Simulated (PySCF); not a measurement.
Match the calculated data to a structure.

All candidates are C4H10OSSi2.

- Dipole: 2.91 D [PBE0/pcSseg-1]
- 1H NMR: chemical shifts (computed TMS as zero) by class: 5.26 (1 H), 4.01 (3 H), 2.08 (3 H), 1.93 (1 H), 1.91 (1 H), 1.76 (1 H) ppm [GIAO PBE0/pcSseg-1]
- 13C NMR: chemical shifts (computed TMS as zero) by class: 113.8 (1 C), 86.0 (1 C), 13.3 (1 C), 1.3 (1 C) ppm [GIAO PBE0/pcSseg-1]
- NMR, other nuclei: isotropic shieldings of nuclei other than C and H, by class: 300 (1 O), 378 (1 Si), 417 (1 Si), 674 (1 S) ppm [GIAO PBE0/pcSseg-1]
- Rotational structure: rotational constants A, B, C: 1.726, 0.572, 0.460 GHz [GFN2-xTB]

The electronic properties come from PySCF, for the isolated species, density fitting. Levels stand in brackets. Isolated species at its GFN2-xTB geometry (one conformer only). NMR values are class means; diastereotopic atoms form classes of their own.

Question: Which candidate is it?
A. `CC(=S)[Si@H]1CC[SiH2]O1`
B. `C#C[Si@H](O)SC[SiH2]C`
C. `CC#CC[Si@@H](O)[SiH2]S`
D. `CS[Si@@H](O)C#CC[SiH3]`

Answer: D. It is `CS[Si@@H](O)C#CC[SiH3]`. Numbering: `[CH3:1][S:2][Si@@H:3]([OH:4])[C:5]#[C:6][CH2:7][SiH3:8]`. Its formula, C4H10OSSi2, gives 2 degrees of unsaturation: 0 rings and 2 π bonds in the structure found. 4 carbons fall into 4 classes; from least to most shielded: alkyne carbon [C6] (113.8 ppm), alkyne carbon [C5] (86.0 ppm), S-methyl carbon [C1] (13.3 ppm), sp3 carbon bound to silicon [C7] (1.3 ppm). Hydrogen classes from least to most shielded: 1 H on an oxygen-bound silicon, Si3 (5.26 ppm), 3 H on an SiH3 silicon, Si8 (4.01 ppm), 3 H on an S-methyl carbon, C1 (2.08 ppm), 1 H on an sp3 carbon bound to silicon, C7 (1.93 ppm), 1 H on an sp3 carbon bound to silicon, C7 (1.91 ppm), 1 H on a silanol oxygen, O4 (1.76 ppm). The other shieldings belong to: 300 ppm, silanol oxygen [O4]; 378 ppm, oxygen-bound silicon [Si3]; 417 ppm, SiH3 silicon [Si8]; 674 ppm, sulfur bonded to C and Si [S2]. The optimised geometry has point group C1 and is an asymmetric top.

The others, at the same levels:
- `CC(=S)[Si@H]1CC[SiH2]O1` fails: its computed 13C shifts are 334.2 (1 C), 52.6 (1 C), 11.6 (1 C), 9.3 (1 C) ppm, 1H shifts are 5.29 (1 H), 5.25 (1 H), 4.86 (1 H), 3.74 (3 H), 1.28 (1 H), 1.22 (1 H), 1.13 (1 H), 0.76 (1 H) ppm and rotational constant A is 2.657 GHz (against 1.726 GHz).
- `CC#CC[Si@@H](O)[SiH2]S` fails: its computed 13C shifts are 84.1 (1 C), 80.2 (1 C), 9.7 (1 C), 5.0 (1 C) ppm, 1H shifts are 5.46 (1 H), 4.92 (1 H), 4.88 (1 H), 2.02 (3 H), 2.02 (1 H), 1.78 (1 H), 1.66 (1 H), -0.29 (1 H) ppm and rotational constant A is 2.827 GHz (against 1.726 GHz).
- `C#C[Si@H](O)SC[SiH2]C` fails: its computed 13C shifts are 101.1 (1 C), 90.0 (1 C), 9.2 (1 C), -8.4 (1 C) ppm, 1H shifts are 5.26 (1 H), 4.46 (1 H), 4.25 (1 H), 2.02 (1 H), 1.90 (1 H), 1.77 (1 H), 1.57 (1 H), 0.29 (3 H) ppm and rotational constant A is 1.990 GHz (against 1.726 GHz).

Each candidate is one conformer, not necessarily the lowest. Dipoles, sizes and rotational constants follow the conformer. The torsions of the flexible species, by atom-mapped SMILES:
- `[CH3:1][S:2][Si@@H:3]([OH:4])[C:5]#[C:6][CH2:7][SiH3:8]`: C1–S2–Si3–O4 -176°, H–O4–Si3–S2 27°
- `[CH3:1][C:2]#[C:3][CH2:4][Si@@H:5]([OH:6])[SiH2:7][SH:8]`: C3–C4–Si5–O6 53°, C4–Si5–Si7–S8 64°, H–O6–Si5–C4 -48°, H–S8–Si7–Si5 -179°
- `[CH:1]#[C:2][Si@H:3]([OH:4])[S:5][CH2:6][SiH2:7][CH3:8]`: C2–Si3–S5–C6 -56°, Si3–S5–C6–Si7 -178°, S5–C6–Si7–C8 -65°, H–O4–Si3–C2 -83°

The conformers of `CC(=S)[Si@H]1CC[SiH2]O1` aren't listed.
